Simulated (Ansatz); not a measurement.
`Br[SiH2]Br` + `OBF` → `OB(F)[SiH2]Br` + HBr  (formal exchange of groups at the Si–Br bond)

Gas-phase electronic energies from Ansatz, PBE0-D4/def2-TZVP geometries. CCSD(T)/CBS adds triple-zeta CCSD(T) − MP2 to the extrapolated MP2 energy (def2 sets, frozen cores). This one scheme is used for every species. Functionals use def2-TZVPP. For Br outer-core shells are correlated without core-valence functions, which leaves a few kJ/mol of doubt a bond. Scalar relativity is left out up to krypton. Each species was taken in one conformer, which may not be the lowest.

CCSD(T)/CBS gives +111.9 kJ/mol.

(1) Another level gave +108.3 kJ/mol. Which?
A. r2SCANh-D4/def2-TZVPP
B. B97M-V/def2-TZVPP
C. BHLYP/def2-TZVPP
D. PBE/def2-TZVPP

Largest T1 diagnostic among the species: 0.013.

Answers

(1) A. r2SCANh-D4 108.3, BHLYP 115.9, B97M-V 103.2, PBE 98.0 kJ/mol.

From r2SCAN to r2SCAN0 (25 % exact exchange), in def2-TZVPP and without D4, ΔE moves by +4.3 kJ/mol. At CCSD(T), def2-SVP lies −12.6 kJ/mol from the extrapolated value and def2-TZVPP −5.8 kJ/mol. In def2-TZVPP, CCSD(T) changes the Hartree–Fock value by −20.1 kJ/mol (the triples alone add −2.2 kJ/mol) and MP2 by −8.0 kJ/mol.
